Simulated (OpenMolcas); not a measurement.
# Co IV: effect of the active space

```yaml
Program: OpenMolcas 26.06
Method: SS-CASPT2 or its RAS form, IPEA 0.25 Eh, imaginary shift 0.1 Eh
Basis: ANO-RCC-VQZP
Scalar_Hamiltonian: DKH2, point nucleus
Spin-orbit_coupling: state interaction with AMFI integrals over the reference wave functions, term energies averaged over their components
```

A. 6 electrons in 5 orbitals (3d); 2S+1 = 5 even, 5 roots; 2S+1 = 3 even, 45 roots; 2S+1 = 1 even, 50 roots; closed shells correlated: 3s 3p; CASPT2 step about 50 core-seconds
B. 12 electrons in 8 orbitals (RAS1 3p, at most 2 holes; RAS2 3d); 2S+1 = 5 even, 5 roots; 2S+1 = 3 even, 45 roots; 2S+1 = 1 even, 44 roots; closed shells correlated: 3s; CASPT2 step about 110 core-seconds

Energies in cm⁻¹ above 3d⁶ ⁵D₄, the measured ground level; measured values from Sugar and Corliss, J. Phys. Chem. Ref. Data 10, 1097 (1981).

```csv
Level,A,B,Measured
3d⁶ ⁵D₄,0.0,0.0,0.0
3d⁶ ⁵D₃,618,622,639
3d⁶ ⁵D₂,1047,1052,1078
3d⁶ ⁵D₁,1321,1327,
3d⁶ ⁵D₀,1455,1462,1494
3d⁶ ³P₂(1),22890,23380,22883
3d⁶ ³H₆,23970,23700,23680
3d⁶ ³H₅,24270,24010,24032
3d⁶ ³H₄,24470,24220,24272
3d⁶ ³P₁(1),24700,25220,24729
3d⁶ ³P₀(1),25440,25960,25449
3d⁶ ³F₄(1),25640,25730,25396
3d⁶ ³F₃(1),25950,26090,25736
3d⁶ ³F₂(1),26170,26350,25969
3d⁶ ³G₅,29380,29330,29022
3d⁶ ³G₄,29920,29890,29592
3d⁶ ³G₃,30160,30120,29868
3d⁶ ¹I₆,36490,36080,35943
3d⁶ ³D₁,36850,37120,36382
3d⁶ ³D₂,36860,37140,36348
3d⁶ ³D₃,37050,37340,36554
3d⁶ ¹G₄(1),37430,37320,36683
3d⁶ ¹F₃,51380,51780,50630
3d⁶ ³P₀(2),59820,60030,58321
```

Deviations, from unrounded energies. A percentage is the sum of absolute deviations over the sum of measured energies, with the sign that they share, or ± where signs differ.

```json
{"Against measurement": "mean absolute deviation (cm-1)", "Levels": "22", "A": "340", "B": "430"}
{"Against measurement": "fine structure of the ground term (%)", "Levels": "3", "A": "-2.8", "B": "-2.3"}
{"Against measurement": "other terms of the ground configuration (%)", "Levels": "19", "A": "±1.2", "B": "±1.6"}
```

A lies closest to measurement on these levels. The largest miss of A in the table is 3d⁶ ³P₀(2), by +1500 cm-1. The ranking rests on the paired levels alone, and a cruder setting can come out closer through cancelling errors.

The spin-orbit steps hold different terms of 3d⁶ (B lacks a ¹D, a ¹S), which shifts levels as well.

Between A and B the level of the table that moves most is 3d⁶ ³P₀(1), by 530 cm-1 (lowest in A, highest in B). Moves below CASPT2's spread within the term are not significant.

CASPT2 breaks the degeneracy within a term, and the mean is taken; among the terms shown or strongly mixed into the levels shown the widest spread is 230 cm-1 (3d⁶ ¹G(1), A). Some levels mix across a computed gap that differs much from the measured one, so their mixing is not that of the real levels (holds for B). Active for correlation alone: 3p; no level in the range computed is led by a configuration that opens it, so any true level of that kind is missing (holds for B). The CASPT2 spread within a term exceeds the gap to the next term for 3d⁶ ¹G(1) and 3d⁶ ³D, so the order of their levels is uncertain (holds for B). Computed and measured levels are paired by configuration, term and J; levels that our copy of the source lacks, or whose pairing is in doubt (as where it misses far off the trend of its configuration), stay unpaired and out of the deviations. Levels of configurations outside the active space are missing. The table leaves out levels that lie high or whose names do not pair safely across all columns.

A number in round brackets counts repeated terms of one configuration in the order of the reference energies.
